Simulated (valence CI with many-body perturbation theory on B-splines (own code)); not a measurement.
**Sensitivity of CI+MBPT for Dy LXI**

Computed by configuration interaction combined with many-body perturbation theory (CI+MBPT): four valence electrons over a frozen Dirac-Fock core [He], a basis of 6 s, 6 p, 5 d, 3 f, 1 g functions for each j, with the one-electron correlation potential Σ1 (screened to all orders), the two-electron term Σ2, the three-electron term Σ3, Breit, model QED; selected single and double excitations, second order for the rest, scaled by the run's own slope (own B-spline code, finite nucleus).

No measured spectrum was set against this ion. As an estimate, large intervals hold to a few tenths of a per cent, small ones and those within an open d or f shell to about a per cent.

The reference run has the lowest level (2s^2 2p1/2^2) J=0 and an ionisation energy of 14145.1 eV. Its largest variational space holds 9429 state functions.

Levels are named by their leading jj configuration (3d3/2^4 stands for four electrons in 3d with j = 3/2), which in mixed levels can hold well under half, so a name can repeat and another be missing. Letters in brackets count levels of one name in rising energy.

Changed runs:
A. Breit term on → off
B. Davidson tolerance 2e-05 → 0.001
C. size limit of the variational space 10000 → 3000; second order for the rest on → off
D. box radius (bohr) 0.95685 → 0.37 (bad on purpose)

Excitation energies of the reference run in cm⁻¹, and shifts in cm⁻¹:

| Level | Reference | A | B | C | D |
| --- | --- | --- | --- | --- | --- |
| (2s^2 2p1/2 2p3/2) J=1 | 6715820 | +106681 | 0 | +645 | +132 |
| (2s^2 2p1/2 2p3/2) J=2 | 6858630 | +152996 | 0 | +891 | +116 |
| (2s 2p1/2^2 2p3/2) J=2 | 8744660 | +38966 | 0 | +676 | -25 |
| (2s 2p1/2^2 2p3/2) J=1 | 9360940 | +21886 | 0 | +523 | +36 |
| (2s^2 2p3/2^2) J=2 | 13722400 | +231385 | 0 | +760 | +303 |
| (2s^2 2p3/2^2) J=0 | 14153700 | +181300 | 0 | -0.1 | +404 |
| (2s 2p1/2 2p3/2^2) J=2 [a] | 15263100 | +130597 | 0 | +547 | +124 |
| (2s 2p1/2 2p3/2^2) J=3 | 15598600 | +200479 | 0 | +317 | +66 |
| (2s 2p1/2 2p3/2^2) J=0 | 16012800 | +94330 | 0 | -0.2 | +285 |
| (2s 2p1/2 2p3/2^2) J=1 [a] | 16171400 | +123963 | 0 | +505 | +180 |
| (2s 2p1/2 2p3/2^2) J=2 [b] | 16251700 | +169077 | 0 | +689 | +147 |
| (2s 2p1/2 2p3/2^2) J=1 [b] | 16280700 | +119289 | 0 | +543 | +248 |
| Ionisation energy (eV) | 14145.1 | +26.6 | 0 | 0 | -0.048 |

No effect on these energies: B.
